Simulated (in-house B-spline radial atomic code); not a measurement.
The numbers below are computed, except where a source is named.
## Correlation energy from the adiabatic connection: −Z/r, Z = 14

Two electrons in a singlet, external potential −Z/r, Z = 14 (atomic units). Full CI in B-splines (partial waves to l = 8, correlation up to 0.6 % small) with the density held fixed gives W(λ) = <V_ee>_λ − U, and E_c is the integral of W(λ) − W(0) from 0 to 1.

| λ | W(λ) − W(0) (hartree) |
| --- | --- |
| 0 | 0.00000 |
| 0.02 | -0.00186 |
| 0.05 | -0.00465 |
| 0.12 | -0.01114 |
| 0.25 | -0.02312 |
| 0.4 | -0.03684 |
| 0.6 | -0.05497 |
| 0.8 | -0.07291 |
| 1 | -0.09066 |

Problem. Integrate the table by the trapezoid rule.

Solution. The strips give -0.00002, -0.00010, -0.00055, -0.00223, -0.00450, -0.00918, -0.01279, -0.01636, which sum to -0.04572 hartree. The direct value, W(1) − W(0) + T_c with T_c = 0.04492, is -0.04574; the curve is convex, so chords lie above it and the trapezoids fall short in size by 0.04 %.

Problem. Now use only three numbers: W(0) = -8.5276, the initial slope W'(0) = -0.09308 (extrapolated from the first points) and the strong-coupling limit of the point-charge-plus-continuum model, W∞ = -12.101. What do second-order theory and the interpolation W(λ) = W∞ + (W(0) − W∞)/√(1 + 2χλ) of Seidl, Perdew and Levy give?

Solution. Second order keeps the slope alone: E_c = W'(0)/2 = -0.04654, +2 % in size against -0.04574. Matching the slope fixes χ = W'(0)/(W∞ − W(0)) = -0.09308/(-3.57340) = 0.02605. Integrating, with s = √(1 + 2χ) = 1.025717, E_c = −(W(0) − W∞)(s − 1)/(s + 1) = −3.57340 × 0.025717/2.025717 = -0.04537 hartree, -0.8 % in size against the full result. At λ = 1 the formula gives W − W(0) = -0.08959 against -0.09066. Part of the miss can come from the model's W∞.
